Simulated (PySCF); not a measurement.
Structure with atom numbers: `[CH3:1][CH2:2][O:3][SiH2:4][N:5]([SiH3:6])[SiH3:7]`; H(Xn) means a hydrogen on atom n.

In vacuum, non-relativistic, one computed conformer, equivalent nuclei averaged. Geometry from GFN2-xTB; PBE0/pcSseg-1 with gauge-including orbitals; PySCF.

Shifts are taken against calculated references (same method and geometry level): 13C (186.93 ppm), 1H (31.72 ppm), 29Si (349.16 ppm) against TMS; H2O for 17O (336.08 ppm); 15N (267.73 ppm) vs NH3.

```tsv
atoms	nucleus	count	δ (ppm)
Si4	29Si	1	-26.0
C1	13C	1	20.5
Si6/Si7	29Si	2	?
H(Si6)/H(Si7)	1H	6	4.76
H(C2)	1H	2	?
C2	13C	1	61.0
O3	17O	1	32.9
N5	15N	1	?
H(Si4)	1H	2	5.18
H(C1)	1H	3	1.40
```

Estimate the values marked ?.

Results:


- H(C2): 4.06 ppm, hydrogen on an sp3 CH2 bonded to O; its carbon carries O, an electronegative neighbour
- Si6/Si7: -51.8 ppm, silicon bonded to N, 3 H
- N5: -1.4 ppm, nitrogen bonded to 3 Si

Shifts are as computed. Against solution values, carbons near 30 ppm lie about +3 ppm off and those near 130 ppm about +5 ppm. Of 1309 compounds with measured shifts, 239 miss one by over three times the rms of a fit or turn the order of signals round; such compounds aren't used in these exercises. Experimental scales use liquid or dissolved standards, which lie at an offset from isolated NH3 (liquid NH3: subtract about 20 ppm) and H2O (liquid H2O: subtract about 36 ppm).
